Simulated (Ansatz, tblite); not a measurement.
Spin states of the cluster MgSe₂ (the lowest singlet isomer of a short search), each relaxed with PBE-D4/def2-TZVP in Ansatz. Electronic energies in the gas phase.

The xTB rows come from tblite. Correlated methods freeze 19 core orbitals; core or outer-core shells of Mg, Se are correlated, in sets that lack core-valence functions. The structure comes from a short search, and lower isomers may exist.

Singlet geometry (C2v within 0.1 Å):

Cartesian coordinates in Å:
```
Mg -1.077 -0.772 0.172
Se 1.081 -0.533 -0.814
Se -0.004 1.305 0.642
```

Triplet geometry (C2v within 0.1 Å):

Cartesian coordinates in Å:
```
Mg -0.648 0.485 -1.334
Se 1.068 0.648 0.627
Se -0.419 -1.132 0.707
```

Quintet geometry (C2v within 0.1 Å):

```xyz
3

Mg    1.149   -0.488    0.908
Se   -1.270    0.653    0.645
Se    0.121   -0.165   -1.554
```

⟨S²⟩: triplet 2.01 at PBE0-D4/def2-TZVP (pure 2.00), quintet 6.02 at PBE0-D4/def2-TZVP (pure 6.00).

Only these spin states were relaxed.

| level | triplet − singlet (kcal/mol) | quintet − singlet (kcal/mol) | lowest of these |
| --- | --- | --- | --- |
| GFN1-xTB | 12.3 | 78.5 | singlet |
| GFN2-xTB | 18.2 | 66.8 | singlet |
| HF/STO-3G | 10.1 | 50.9 | singlet |
| HF/def2-TZVP | -13.8 | 21.4 | triplet |
| HF/def2-TZVPP | -13.8 | 21.4 | triplet |
| PBE-D4/def2-TZVP | -1.4 | 48.5 | triplet |
| BLYP-D4/def2-TZVP | -0.2 | 47.0 | tie |
| r2SCAN-D4/def2-TZVP | -2.6 | 49.2 | triplet |
| PBE0-D4/def2-TZVP | -2.4 | 51.9 | triplet |
| BHLYP-D4/def2-TZVP | -2.1 | 51.3 | triplet |
| CAM-B3LYP-D4/def2-TZVP | -1.5 | 53.9 | triplet |
| PBE-QIDH/def2-TZVP | -1.6 | 57.9 | triplet |
| RPA@PBE/def2-TZVP | -2.4 | 47.0 | triplet |
| MP2/def2-TZVP | -0.6 | 63.5 | triplet |
| MP2/def2-TZVPP | -0.6 | 63.5 | triplet |
| CCSD/def2-TZVPP | -1.1 | 56.1 | triplet |
| CCSD(T)/def2-TZVPP | 0.0 | 60.6 | tie |

Change of the quintet − singlet gap on mixing in exact exchange, in kcal/mol: PBE to PBE0 (25 % exact exchange) 3.4; BLYP to BHLYP (50 % exact exchange) 4.4.

The xTB methods have no spin-polarisation term.
